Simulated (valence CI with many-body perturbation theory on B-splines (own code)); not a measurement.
## Level structure of Co5+

Calculated by valence CI with perturbative core correlation (CI+MBPT): four valence electrons over a frozen Dirac-Fock core [Ar], a basis of 7 s, 7 p, 8 d, 6 f, 4 g, 1 h functions for each j, with the one-electron correlation potential Σ1 (screened to all orders), the two-electron term Σ2, the three-electron term Σ3, Breit, model QED; selected single and double excitations, second order for the rest, scaled by the run's own slope (own B-spline code, finite nucleus).

Against 30 measured levels this calculation errs by 413 cm⁻¹ on average and by 1854 at most. Only levels of the ground parity were solved; by the run's estimate the other parity begins above the list, which can be wrong where configurations are misplaced.

Levels 1 to 31 of 31, with energies above the lowest level, 3d4 5D_0. "Leading %" is the weight of the configuration and term that name the level; weights of strongly mixed levels are sums over their largest components and can fall short, so below about 35 % the name and the second component can differ from the true leading terms, or belong to a minority configuration.

| No. | Configuration | Term | J | E (eV) | Leading % | g | Second component |
| --- | --- | --- | --- | --- | --- | --- | --- |
| 1 | 3d4 | 5D | 0 | 0.0000 | 99 |  |  |
| 2 | 3d4 | 5D | 1 | 0.0248 | 99 | 1.500 |  |
| 3 | 3d4 | 5D | 2 | 0.0720 | 100 | 1.500 |  |
| 4 | 3d4 | 5D | 3 | 0.1376 | 100 | 1.500 |  |
| 5 | 3d4 | 5D | 4 | 0.2182 | 100 | 1.500 |  |
| 6 | 3d4 | 3H | 4 | 3.367 | 97 | 0.807 |  |
| 7 | 3d4 | 3P | 0 | 3.413 | 98 |  |  |
| 8 | 3d4 | 3H | 5 | 3.418 | 98 | 1.036 |  |
| 9 | 3d4 | 3H | 6 | 3.469 | 99 | 1.166 |  |
| 10 | 3d4 | 3P | 1 | 3.570 | 99 | 1.498 |  |
| 11 | 3d4 | 3F | 2 | 3.760 | 99 | 0.667 |  |
| 12 | 3d4 | 3F | 3 | 3.766 | 91 | 1.055 | 8 % 3d4 3G |
| 13 | 3d4 | 3F | 4 | 3.786 | 90 | 1.229 | 7 % 3d4 3G |
| 14 | 3d4 | 3P | 2 | 3.820 | 99 | 1.498 |  |
| 15 | 3d4 | 3G | 3 | 4.135 | 91 | 0.778 | 9 % 3d4 3F |
| 16 | 3d4 | 3G | 4 | 4.189 | 90 | 1.061 | 7 % 3d4 3F |
| 17 | 3d4 | 3G | 5 | 4.231 | 98 | 1.197 |  |
| 18 | 3d4 | 1I | 6 | 5.077 | 99 | 1.000 |  |
| 19 | 3d4 | 1G | 4 | 5.127 | 97 | 1.002 |  |
| 20 | 3d4 | 3D | 3 | 5.174 | 99 | 1.333 |  |
| 21 | 3d4 | 3D | 2 | 5.197 | 98 | 1.166 |  |
| 22 | 3d4 | 3D | 1 | 5.226 | 99 | 0.501 |  |
| 23 | 3d4 | 1S | 0 | 5.701 | 98 |  |  |
| 24 | 3d4 | 1D | 2 | 6.536 | 98 | 1.001 |  |
| 25 | 3d4 | 1F | 3 | 7.392 | 98 | 1.001 |  |
| 26 | 3d4 | 3P | 2 | 8.742 | 99 | 1.498 |  |
| 27 | 3d4 | 3F | 4 | 8.768 | 99 | 1.249 |  |
| 28 | 3d4 | 3F | 2 | 8.782 | 99 | 0.667 |  |
| 29 | 3d4 | 3F | 3 | 8.791 | 98 | 1.082 |  |
| 30 | 3d4 | 3P | 1 | 8.919 | 99 | 1.500 |  |
| 31 | 3d4 | 3P | 0 | 9.004 | 99 |  |  |

The ionisation energy to 3d3 4F_3/2 of the next ion comes out as 101.82 eV (NIST: 102 ± 0.2 eV (semi-empirical)). All 31 levels together are meant to be complete up to 9.369 eV.
